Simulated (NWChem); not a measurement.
Molecule: SnIF, singlet; SMILES [F][Sn][I]

Program: NWChem. Low-valent species are run as closed-shell singlets; no triplet was tried in these runs. Geometry: optimised at PBE0/def2-SVP. def2 effective core potentials on Sn, I; no spin-orbit coupling. Static field.

Q: What does the run give for PBE/def2-SVPD? Quantities: isotropic polarisability (bohr³); anisotropy (bohr³).

A: 
| Item | Value |
|---|---|
| isotropic polarisability (bohr³) | 82.4 |
| anisotropy (bohr³) | 51.9 |
